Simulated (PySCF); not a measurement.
Electron affinity of As by level of theory

As⁻ [Ar] 3d10 4s2 4p4 (3P) → As [Ar] 3d10 4s2 4p3 (4S), as a difference of total energies. Computed with PySCF 2.14 in def2-TZVPPD (7s5p5d1f, 54 functions), with the non-relativistic Hamiltonian (point nucleus). Correlated levels: valence and next inner shell: [Ne] frozen. The calculations carry no spin-orbit coupling.

| method | electron affinity (eV) |
| --- | --- |
| UHF | -0.703 |
| MP2 (valence and next inner shell) | -0.044 |
| SCS-MP2 (valence and next inner shell) | 0.005 |
| CCSD (valence and next inner shell) | 0.049 |
| CCSD(T) (valence and next inner shell) | 0.086 |

A first-order spin-orbit estimate (lowest level to lowest level, LS coupling) adds 0.062 eV.

These non-relativistic numbers lack the scalar-relativistic shift.

Errors of the correlated levels include the incompleteness of this basis and the frozen core.

A negative affinity means that the anion lies above the atom at that level of theory.

For comparison: 0.804 eV (measured; photodetachment measurements, as compiled on the Wikipedia data page of electron affinities).
